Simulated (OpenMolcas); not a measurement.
## d6 ions of charge +3 down a group on the Mg site of KMgF3

```
Program             : OpenMolcas 26.06
Method              : CASSCF
Spin-orbit coupling : state interaction with AMFI integrals over the reference wave functions
```

The d shell is active. Each dopant is a cluster with its nearest anions in model potentials and point charges, with no relaxation and no local charge compensation. Distances were set from a Shannon-type radius of the metal (high-spin where two are listed) plus a fixed donor radius (F 1.31 Å), in hosts weighted 0.65 to 0.35 with the host's distance in the model lattice. Ligand basis ANO-RCC-VDZP, DKH2 Hamiltonian. States (labels of O, the rotations of Oh). Energies in cm-1 above the lowest state or level, χT in cm3 K/mol; under a threefold ground state the first gap can be a small split of the lowest multiplet, not the spin-orbit step; 10Dq and B are least-squares fits to the states below 45000 cm-1, weighted by degeneracy, with a free offset, and given where the rms deviation is under 5 % of |10Dq| (or 100 cm-1) and under 700 cm-1. Spin-only χT is S(S+1) / 2 for the spin of the ground state.

| Ion | Shell | R (Å) | Metal basis | Ground state | First state of that spin | 10Dq | B (rms of fit) | First gap with spin-orbit (degeneracies) | χT at 300 K | First state of another spin | Spin-only χT |
| --- | --- | --- | --- | --- | --- | --- | --- | --- | --- | --- | --- |
| Co3+ | 3d6 | 1.943 | ANO-RCC-VTZP | 5T2 | 5E 9775 | 10218 | 1232 (183) | 270.8 (3, 2) | 4.182 | 3T1 16122 | 3.000 |
| Ir3+ | 5d6 | 1.989 | ANO-RCC-VTZP | 1A1 | 1T1 25719 | 27515 | 757 (83) | 17558 (1, 2) | 0.029 | 3T1 19471 | 0.000 |

|10Dq| changes by a factor of 27515 / 10218 = 2.69 from Co3+ to Ir3+.

B goes from 1232 cm-1 (Co3+) to 757 cm-1 (Ir3+).

Below the highest spin of the shell: Ir3+. χT departs most from the spin-only value for Co3+, by +1.182 cm3 K/mol.

Without dynamic correlation the repulsion within the d shell is too large (B by tens of per cent), so at a given field states of lower spin stand too high. Ligand-to-metal charge-transfer states are missing. With no ligand orbital active B as a rule stays too high, so bands that hang on it stand too high and its fall with covalency is understated. An orbital triplet at a regular site is open to Jahn-Teller coupling, which can distort the site and quench the lowest spin-orbit gaps and is left out (holds for Co3+). CASSCF with metal d orbitals alone favours high spin, so a ground state of lower spin is not ruled out (holds for Co3+). With metal d orbitals alone and no dynamic correlation 10Dq can be off by a tenth to a fifth, either way, in oxide and fluoride hosts (holds for Co3+). The least metal-like active orbital is 79 % on the metal (Löwdin) and no ligand orbital is active, so the numbers are rough (holds for Ir3+). With metal d orbitals alone the field can be off either way by tens of per cent (holds for Ir3+). No measured value stands beside these numbers; the geometry was set by hand and not optimised.
